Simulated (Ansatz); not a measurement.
Ideal-gas functions of `[AlH2][C]1=[N][SnH2]1` at 500 K and 1 bar, from an Ansatz frequency run at PBE0-D4/def2-TZVP.

Molar mass 175.74 g/mol, point group C1 (symmetry number 1), electronic degeneracy 1, moments of inertia 88.186, 296.63, 370.687 u Å². Harmonic wavenumbers (cm⁻¹, unscaled): 138, 213, 219, 238, 338, 461, 473, 504, 542, 585, 729, 747, 1072, 1433, 1751, 1942, 1958, 2201.

Use S(trans) = R[1.5 ln M + 2.5 ln T − 1.1517]; rotational temperatures θ = 24.2544 K / I; S(rot) = R[ln(√π/σ · √(T³/θAθBθC)) + 1.5]; for each mode x = 1.438777 ν̃/T, S = R[x/(eˣ − 1) − ln(1 − e⁻ˣ)] and H = RT x/(eˣ − 1); 1 cm⁻¹ = 0.0119627 kJ/mol; R = 8.31446 J/(mol·K).

By hand: the entropy, in J/(mol·K).

Translation 184.1. Rotation: θ = 0.275, 0.0818, 0.0654 K, giving 121.8. Vibration, mode by mode: 16.05, 12.51, 12.29, 11.62, 8.87, 6.55, 6.36, 5.92, 5.41, 4.90, 3.53, 3.39, 1.62, 0.70, 0.33, 0.21, 0.20, 0.11, in all 100.6. Electronic 0.0. Sum 406.5 J/(mol·K).

By hand: H − E and G − E in kJ/mol, counted from the electronic energy.

Zero-point energy ½ × 15544 × 0.0119627 = 93.0; thermal vibration 27.5; translation, rotation and pV give 4 RT = 16.6. H − E = 137.1 kJ/mol, and G − E = 137.1 − 500 × 406.5/1000 = -66.2 kJ/mol.

Vibration gives 25 % of the entropy, 16.0 J/(mol·K) of it from the mode under 150 cm⁻¹: soft modes count most, and the harmonic formula is weakest for them. The sum counts one conformer and one mirror image; others add a mixing term.
